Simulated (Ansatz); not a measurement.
MoS₂Cl₂. The state is a singlet with charge 0. Geometry B3LYP-D4/def2-SVP.

```tsv
atom	x (Å)	y (Å)	z (Å)
Mo1	0.002	0.003	0.001
S2	1.913	0.436	-0.771
S3	-0.422	1.412	1.507
Cl4	0.032	-2.065	0.917
Cl5	-1.525	0.214	-1.654
```

In the def2 sets Mo takes a core potential; there is no spin–orbit coupling. B3LYP takes the VWN-RPA correlation. The restricted singlet is unstable towards broken spin symmetry in Hartree–Fock (as tested in another run); at PBE-D4/def2-TZVPD, r2SCAN-D4/def2-TZVP, B3LYP-D4/def2-TZVP, PBE0-D4/def2-SVP and others this wasn't settled.

**Question.** Estimate the orbital energies around the gap (eV) in Ansatz with PBE-D4/def2-TZVPD, r2SCAN-D4/def2-TZVP, B3LYP-D4/def2-TZVP, PBE0-D4/def2-SVP, CAM-B3LYP-D4/def2-TZVP.

**Answer.** 
| orbital | PBE-D4/def2-TZVPD | r2SCAN-D4/def2-TZVP | B3LYP-D4/def2-TZVP | PBE0-D4/def2-SVP | CAM-B3LYP-D4/def2-TZVP |
| --- | --- | --- | --- | --- | --- |
| HOMO−9 | -9.65 | -10.01 | -10.75 | -11.16 | -12.54 |
| HOMO−8 | -9.64 | -10.01 | -10.74 | -11.13 | -12.50 |
| HOMO−7 | -9.56 | -9.95 | -10.70 | -11.10 | -12.46 |
| HOMO−6 | -9.16 | -9.52 | -10.22 | -10.64 | -11.92 |
| HOMO−5 | -8.81 | -9.16 | -9.82 | -10.15 | -11.44 |
| HOMO−4 | -8.49 | -8.86 | -9.56 | -9.91 | -11.22 |
| HOMO−3 | -8.27 | -8.59 | -9.23 | -9.60 | -10.81 |
| HOMO−2 | -7.65 | -7.94 | -8.51 | -8.82 | -9.97 |
| HOMO−1 | -7.58 | -7.88 | -8.48 | -8.78 | -9.97 |
| HOMO | -6.73 | -6.99 | -7.57 | -7.85 | -8.99 |
| LUMO | -4.74 | -4.77 | -4.24 | -4.10 | -3.11 |
| LUMO+1 | -4.48 | -4.51 | -4.00 | -3.85 | -2.88 |
| LUMO+2 | -3.79 | -3.77 | -3.24 | -3.10 | -2.08 |
| LUMO+3 | -3.34 | -3.29 | -2.82 | -2.65 | -1.70 |
| LUMO+4 | -3.03 | -2.96 | -2.53 | -2.35 | -1.44 |
| LUMO+5 | -0.69 | 0.21 | -0.01 | 0.27 | 0.92 |
